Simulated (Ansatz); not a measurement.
Consider the formal hydrolysis of a C–Si bond: `[SiH3]C([SiH3])S` + H₂O → `OC([SiH3])S` + SiH₄.

Gas-phase electronic energies from Ansatz, PBE0-D4/def2-TZVP geometries. CBS: MP2 limit from def2 TZ/QZ plus the TZ coupled-cluster correction, frozen cores. This one scheme is used for every species. DFT in def2-TZVPP. B3LYP here is the variant with VWN-RPA as its local correlation; programs differ in this. One conformer a species, not always the lowest.

| species | B3LYP-D4 energy (Eh) |
| --- | --- |
| `[SiH3]C([SiH3])S` | -1020.21702 |
| H₂O | -76.46698 |
| `OC([SiH3])S` | -804.72724 |
| SiH₄ | -291.91967 |

Task: Work out ΔE.

Result: ΔE = (-804.72724) + (-291.91967) − (-1020.21702) − (-76.46698) = 0.03709 Eh = +23.3 kcal/mol. CCSD(T)/CBS gives +26.4 kcal/mol.

Largest T1 diagnostic among the species: 0.012.

The D4 term adds +2.6 kcal/mol with B3LYP and +1.4 kcal/mol with PBE0; it sums over pairs of atoms, weighted by their polarisabilities, and B3LYP, whose exchange is more repulsive, gets the larger term. In def2-TZVPP, CCSD(T) changes the Hartree–Fock value by +3.9 kcal/mol (the triples alone add +0.3 kcal/mol) and MP2 by +6.4 kcal/mol.
